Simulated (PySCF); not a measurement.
## Dipole moment and polarisability of `C[Si@]([SiH3])(Cl)O[SiH2]O`

Species: CH₉ClO₂Si₃.
Structure used (GFN2-xTB), in Å, numbered top down from 1:
```
atom  x, y, z in Å
C1    -0.726    2.126    0.854
Si2   -0.445    0.279    0.494
Si3   -2.124   -0.875   -0.593
Cl4    0.020   -0.590    2.295
O5     0.913    0.202   -0.388
Si6    2.229   -0.620   -0.895
O7     2.486   -1.928    0.021
H8    -1.594    2.270    1.492
H9    -0.897    2.678   -0.065
H10    0.130    2.575    1.353
H11   -2.628   -0.110   -1.740
H12   -3.270   -1.114    0.292
H13   -1.702   -2.183   -1.104
H14    3.299    0.364   -0.789
H15    1.924   -1.159   -2.208
H16    2.378   -1.908    0.969
```

Level: B3LYP/def2-SVPD (PySCF), static field, nuclei fixed, core orbitals frozen in the response. The polarisability tensor in these axes (au):

```
x   115.20   1.00   4.08
y     1.00 108.96   3.68
z     4.08   3.68 109.57
```

Diagonalise the tensor; give its mean and Δα, where Δα² is half the sum of the squared differences of the eigenvalues.

Principal values 105.08, 110.51 and 118.14 au; mean 111.25 au = 16.48 Å³ = 18.34 × 10⁻⁴⁰ C²·m²/J; Δα = 11.36 au (10 % of the mean).

What is the dipole moment, and where does it point?

(-0.60, 1.43, -0.11) D, 1.55 D in size, pointing from the negative to the positive side. Measured along this direction, the outermost atoms are H16 and O7 at the negative end and H9 at the positive end.

What molar refraction does this α imply?

Lorentz–Lorenz: R = (4π/3)N_A α = 2.5225 cm³/(mol·Å³) × 16.48 Å³ = 41.6 cm³/mol, in the limit of long wavelengths.

What are the principal values of the traceless quadrupole moment, Θ = ½Σq(3rr − r²1), about the centre of nuclear charge?

-3.24, 0.18, 3.06 D·Å. The values depend on the origin, since the dipole doesn't vanish. The electronic extent ⟨r²⟩ about the same centre is 1811 bohr², a root-mean-square distance of 2.37 Å for the 90 electrons.

In TDDFT the mean static polarisability is Σ f/ω² over all singlet excitations (ω in hartree). How much of it do the 8 lowest give? Their energies (eV) and oscillator strengths: 6.49, 0.0473; 6.59, 0.0366; 6.92, 0.0225; 7.27, 0.0835; 7.38, 0.0045; 7.50, 0.0015; 7.57, 0.0312; 7.65, 0.0312.

They add up to 3.85 au, 3.5 % of the 111.25 au; the largest single term is 1.17 au, from the state at 7.27 eV. Terms in order: 0.83, 0.62, 0.35, 1.17, 0.06, 0.02, 0.40, 0.40 au. Higher excitations give the rest. The strengths listed sum to 0.258.

The structure is a single GFN2-xTB conformer in the gas phase; no vibrational or solvent corrections.
